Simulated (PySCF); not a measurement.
C4H10N2, SMILES C(=N/C)/CCN.

Coordinates come from a B3LYP-D3(BJ)/def2-SVP optimisation. The structure was generated by enumeration; whether it is a known compound was not checked. Other conformers were not sampled.

Two levels are set side by side: PBE/def2-TZVP (PySCF) and HF/def2-TZVP (PySCF). Same geometry, gas phase. Differences are taken from unrounded values.

```
quantity                         HF
---------------------------  ------
orbital gap (eV)              13.61
highest occupied level (eV)  -10.31
lowest empty level (eV)        3.31
dipole moment (D)              2.25
mean polarisability (bohr³)    62.6
```

Task: What does PBE give, and how far is it from HF? (Estimate from the structure and the level; the computed values follow.)

Result: 
| quantity | PBE | PBE minus HF |
|---|---|---|
| orbital gap (eV) | 4.12 | -9.50 |
| highest occupied level (eV) | -5.30 | 5.01 |
| lowest empty level (eV) | -1.18 | -4.49 |
| dipole moment (D) | 2.03 | -0.22 |
| mean polarisability (bohr³) | 69.6 | 7.0 |

PBE's occupied levels lie high since its potential decays too fast outside the molecule; exact exchange lowers them and widens the gap. Loosely held outer electrons make PBE densities more polarisable. Differences between two approximate levels are no errors against the true value.

Rough cost on one machine, each run with all the roots and properties that it gave: HF against PBE about 1/3.
